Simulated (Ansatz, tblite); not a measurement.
Forces on FeF3 at its PBE-D4/def2-TZVP geometry. The state is a doublet with charge 0.

The xTB rows come from tblite. At r2SCAN-D4/def2-TZVP the charge 0 doublet is spin-contaminated (final ⟨S²⟩ up to 2.23, 0.75 for a pure state). The geometry of the doublet was relaxed on an unsound state (⟨S²⟩ 2.01, where a pure state has 0.75). At PBE0-D4/def2-TZVP a sextet of charge 0 lies 1.96 eV below the doublet, each at its own geometry. The structure comes from a short search, and lower isomers may exist.

GFN1-xTB (tblite), largest force 2.27 eV/Å:

```xyz
4
positions Å, forces eV/Å
Fe   -0.067   -0.007    0.084   -0.082   -0.005    0.101
F    -1.610    0.662   -0.253    2.024   -0.897    0.495
F     0.993    0.108   -1.260   -0.907   -0.099    1.150
F     0.683   -0.762    1.429   -1.035    1.001   -1.747
```

GFN2-xTB (tblite), largest force 0.61 eV/Å:

```
Fe -0.381 -0.036 0.472
F 0.440 -0.220 0.176
F 0.230 0.024 -0.290
F -0.289 0.232 -0.358
```

r2SCAN-D4/def2-TZVP (Ansatz), largest force 0.51 eV/Å:

```
Fe -0.185 -0.459 -0.132
F -0.112 0.233 0.042
F 0.176 0.139 -0.124
F 0.121 0.087 0.214
```
